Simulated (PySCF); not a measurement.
**CoOF₂ + 2 H₂O → CoO(OH)₂ + 2 HF**

Level: PBE0 in the def2-TZVP basis family, all electrons, no relativity, computed in PySCF with density fitting; open shells unrestricted.

```json
{"species": "CoOF₂", "state and structure": "quartet, C2v, Co–F 1.705 Å (×2), Co–O 1.567 Å; F–Co–F 146.7°, F–Co–O 106.6° (×2)", "E (Eh)": "-1657.27084", "ZPE (kJ/mol)": "18.2", "H(298 K) − H(0) (kJ/mol)": "14.9", "S° (J/(mol K))": "307.1"}
{"species": "H₂O", "state and structure": "singlet, C2v, O–H 0.960 Å (×2); H–O–H 105.1°", "E (Eh)": "-76.37736", "ZPE (kJ/mol)": "56.5", "H(298 K) − H(0) (kJ/mol)": "9.9", "S° (J/(mol K))": "188.7"}
{"species": "CoO(OH)₂", "state and structure": "quartet, C2v, Co–O 1.581 Å, Co–O 1.729 Å (×2), O–H 0.960 Å (×2); Co–O–H 123.3° (×2), O–Co–O 107.7° (×2), O–Co–O 144.5°", "E (Eh)": "-1609.24138", "ZPE (kJ/mol)": "77.6", "H(298 K) − H(0) (kJ/mol)": "17.4", "S° (J/(mol K))": "319.2"}
{"species": "HF", "state and structure": "singlet, C∞v, H–F 0.920 Å", "E (Eh)": "-100.39188", "ZPE (kJ/mol)": "24.9", "H(298 K) − H(0) (kJ/mol)": "8.7", "S° (J/(mol K))": "173.6"}
```

Problem. What is the electronic reaction energy?

Solution. At PBE0/def2-TZVP, ΔE = 1.1 kJ/mol from the differences of the total energies times 2625.5, uphill. 

Problem. Add zero-point, thermal and entropy terms for 298.15 K and 1 bar.

Solution. ΔZPE = -3.8 and Δ[H(298) − H(0)] = 0.1 kJ/mol give ΔH° = -2.6 kJ/mol. ΔS° = -18.1 J/(mol K), so ΔG° = -2.6 − 298.15 × (-0.0181) = 3 kJ/mol and log₁₀K = -0.5.

Open d or f shells are single determinants, so the state found may not be the ground state. The structures come from searches over a few start shapes, so lower isomers are not excluded.
